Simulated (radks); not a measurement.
Results of a calculation; reference values are marked as such.
All-electron atom: In II in [Ar] 3d10 4s2 4p5 4d10 5s2 4f1 (not the ground configuration). Code: a radial shooting solver on a logarithmic mesh with Libxc functionals. Model: Dirac Kohn-Sham, LDA (Slater exchange, Perdew-Wang correlation), spin-unpolarised, spherical densities, finite nucleus; open shells are shared between the two j in proportion to 2j + 1; Fermi nuclear charge, rms radius 4.6156 fm.

Normalised radial functions P(r) = r R(r) (large component), r in bohr:

| r | 4d3/2 |
|---|---|
| 0.001667 | 0.0000 |
| 0.002694 | 0.0000 |
| 0.004389 | 0.0002 |
| 0.007094 | 0.0005 |
| 0.01156 | 0.0020 |
| 0.01867 | 0.0071 |
| 0.03042 | 0.0244 |
| 0.04916 | 0.0748 |
| 0.08009 | 0.1993 |
| 0.1294 | 0.4061 |
| 0.2109 | 0.5398 |
| 0.3408 | 0.2270 |
| 0.5551 | -0.5685 |
| 0.8971 | -1.0239 |
| 1.461 | -0.7011 |
| 2.362 | -0.2252 |
| 3.848 | -0.0257 |
| 6.218 | -0.0006 |
| 10.13 | 0.0000 |
| 16.37 | 0.0000 |
| 26.67 | 0.0000 |

4d3/2: eigenvalue -39.121 eV, 1 radial node at r = 0.398 bohr, <r> = 1.12 bohr, 90 % of the charge inside 1.73 bohr.
